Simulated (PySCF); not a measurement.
## Fractional electron number in Os (osmium, neutral)

The 6s beta orbital of [Xe] 4f14 5d6 6s2 is emptied in steps (occupation f), with all orbitals relaxed, ending at [Xe] 4f14 5d6 6s1. All numbers are calculated (PySCF 2.14, scalar relativity through the core potential, in def2-TZVP with the def2 core potential (60 electrons)). The exact energy is a straight line in f; departures are measured from the line between the end points of the same method.

```
  f  CAM-B3LYP (eV)
  1           0.000
0.8          -0.206
0.6          -0.315
0.4          -0.322
0.2          -0.221
  0           0.000
```

For CAM-B3LYP, how does the orbital energy at f = 1 compare with the removal energy?

−ε = 7.133 eV against a total-energy difference of 8.405 eV. By Janak's theorem ε = ∂E/∂f, so the gap between them reflects the curvature. Along the path −ε is 7.614 (f = 0.8), 8.112 (f = 0.6), 8.634 (f = 0.4), 9.196 (f = 0.2) eV.

Reference removal energy between the ground levels: 8.438 eV (measured; NIST Atomic Spectra Database, ionization energies). The calculation has no spin-orbit coupling.
